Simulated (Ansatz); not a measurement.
[TaO3(OH)]2- (TaO₄H²⁻). Total charge -2; singlet. Geometry PBE0-D4/def2-SVPD, basis def2-TZVPD, Ansatz.

Cartesian coordinates in Å:
```
Ta 0.227 0.262 0.346
O 1.945 -0.198 0.801
O 0.027 2.085 0.287
O -1.005 -0.517 1.465
O -0.215 -0.531 -1.515
H -0.978 -1.101 -1.385
```

| run | HOMO (eV) | LUMO (eV) |
| --- | --- | --- |
| A | 3.94 | 6.56 |
| B | 3.92 | 6.08 |
| C | 1.38 | 6.83 |
| D | 3.18 | 6.28 |
| E | 2.97 | 6.34 |
| F | 2.78 | 6.55 |

In the def2 sets Ta takes a core potential; there is no spin–orbit coupling. B3LYP takes the VWN-RPA correlation. HSE06 is defined as in plane-wave codes, on full-range PBE exchange. A multiply charged anion in the gas phase is held together partly by the finite basis.

Question: The runs used B3LYP, BHLYP, HSE06, LDA (SPW92), PBE0, r2SCAN. Estimate which is which.

Answer: A r2SCAN (0 % exact exchange); B LDA (SPW92) (0 % exact exchange); C BHLYP (50 % exact exchange); D HSE06 (range-separated); E B3LYP (20 % exact exchange); F PBE0 (25 % exact exchange). Exact exchange lowers occupied and raises empty levels; among semilocal functionals meta-GGAs tend to open the gap a little, and such runs are hard to tell apart. The gap grows from 2.16 eV (LDA (SPW92)) to 5.45 eV (BHLYP). At r2SCAN-D4/def2-TZVPD, LDA (SPW92)/def2-TZVPD, BHLYP-D4/def2-TZVPD, HSE06-D4/def2-TZVPD and others the highest occupied level of the charge -2 singlet lies above zero (up to 3.94 eV). The electron is either unbound and held by the finite basis, or the level is raised by self-interaction error.
